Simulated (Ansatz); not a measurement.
Relaxation of BFH6N2 (10 atoms, charge 0, multiplicity 1), to a largest force component of 0.03 eV/Å in at most 50 steps.

All numbers below come from RKS LDA/def2-SVP (Ansatz).

```xyz
10
Properties=species:S:1:pos:R:3
B -0.029 0.591 -0.533
H -0.043 0.091 1.810
N 1.221 -0.028 -0.736
H 1.347 -0.924 -1.206
H 2.086 0.469 -0.527
N -1.267 -0.015 -0.824
H -1.384 -0.965 -1.170
H -2.136 0.506 -0.709
F -0.037 1.843 -0.062
H -0.075 0.818 1.798
```

Q: Where does it end, and by what steps?

A: The forces met the threshold. After 12 steps the energy has fallen by 0.126 eV; H2 moved furthest, 0.87 Å.

| step | energy less start (eV) | largest force component (eV/Å) | accepted |
| --- | --- | --- | --- |
| 0 | 0.0000 | 2.082 | yes |
| 1 | -0.0899 | 0.349 | yes |
| 2 | -0.0983 | 0.171 | yes |
| 3 | -0.0946 | 0.825 | no |
| 4 | -0.1076 | 0.109 | yes |
| 5 | -0.1111 | 0.061 | yes |
| 6 | -0.0975 | 0.803 | no |
| 7 | -0.1163 | 0.059 | yes |
| 8 | -0.1192 | 0.212 | yes |
| 9 | -0.1233 | 0.065 | yes |
| 10 | -0.1251 | 0.092 | yes |
| 11 | -0.1258 | 0.065 | yes |
| 12 | -0.1262 | 0.003 | yes |

```xyz
10
Properties=species:S:1:pos:R:3
B -0.034 0.523 -0.636
H -0.040 0.385 2.625
N 1.224 -0.041 -0.915
H 1.369 -0.924 -1.402
H 2.079 0.420 -0.604
N -1.276 -0.031 -0.999
H -1.394 -0.914 -1.494
H -2.147 0.439 -0.750
F -0.052 1.697 0.036
H -0.046 0.829 1.979
```

The run took 12 s on 2 threads of Intel(R) Xeon(R) Platinum 8375C CPU @ 2.90GHz (Ice Lake), on a shared host, peak memory 0.14 GiB.
